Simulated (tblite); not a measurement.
C4H7Ga.
Numbering: `[CH3:1][C@@H:2]1[CH:3]=[C:4]1[GaH2:5]` (hydrogens: H6, H7, H8 on C1; H9 on C2; H10 on C3; H11, H12 on Ga5)

Computed with GFN2-xTB (tblite), gas phase: L-BFGS steps from a force-field or distance-geometry start until the largest atomic force falls under 0.01 eV/Å.

Geometry at step 11:
```
atom  x, y, z in Å
C1     -1.3918    0.8363   -0.4199
C2     -0.8433   -0.5290   -0.0500
C3     -0.3620   -0.7857    1.3256
C4      0.6094   -0.6413    0.4534
Ga5     2.3722   -0.1927   -0.2823
H6     -1.4788    1.4558    0.4725
H7     -0.7272    1.3482   -1.1274
H8     -2.3723    0.7176   -0.8764
H9     -1.2356   -1.3544   -0.6366
H10    -0.6689   -0.8961    2.3368
H11     2.9038   -0.9470   -1.5594
H12     3.1956    0.9876    0.3377
```

Problem. Give the atomic forces at this geometry.

Solution. 
```tsv
atom	Fx (eV/Å)	Fy (eV/Å)	Fz (eV/Å)
C1	0.025	-0.150	0.037
C2	0.111	-0.075	-0.074
C3	0.034	0.093	0.076
C4	-0.054	0.117	-0.114
Ga5	0.006	-0.071	0.012
H6	-0.018	0.037	-0.084
H7	-0.055	-0.070	0.039
H8	0.004	0.146	0.001
H9	-0.091	0.009	0.016
H10	-0.040	-0.119	0.063
H11	0.000	0.063	0.054
H12	0.078	0.020	-0.027
```

The largest, 0.17 eV/Å, acts on C4; the rms over all components is 0.071 eV/Å. The forces sum to zero within rounding, as they must for an isolated molecule in no field.

Problem. Give the force on C4 in Eh/bohr and in nN.

Solution. 0.172 eV/Å ÷ 51.422 = 0.00335 Eh/bohr, and 0.172 eV/Å × 1.602 = 0.28 nN.

Problem. How far is this geometry from the end of the optimisation?

Solution. 0.055 eV above it, and 0.520 Å rms away after alignment. The bonds farthest from their final lengths, with half the difference of the two atoms' forces along the bond (positive lengthens):

| bond | now (Å) | final (Å) | force along bond (eV/Å) |
| --- | --- | --- | --- |
| C2–C4 | 1.542 | 1.532 | -0.09 |
| C1–H7 | 1.097 | 1.089 | -0.01 |
| C4–Ga5 | 1.962 | 1.970 | -0.02 |
| Ga5–H12 | 1.567 | 1.573 | +0.05 |
| Ga5–H11 | 1.576 | 1.571 | -0.05 |
| C2–C3 | 1.480 | 1.484 | +0.04 |

The angle farthest from its final value is C2–C4–Ga5, 135.0° against 146.4°.

The cost below is that of the whole relaxation. Time: 0.47 s. Hardware: an Arm Neoverse V1 with one thread, shared host with 32 logical CPUs at a one-minute load of 14.
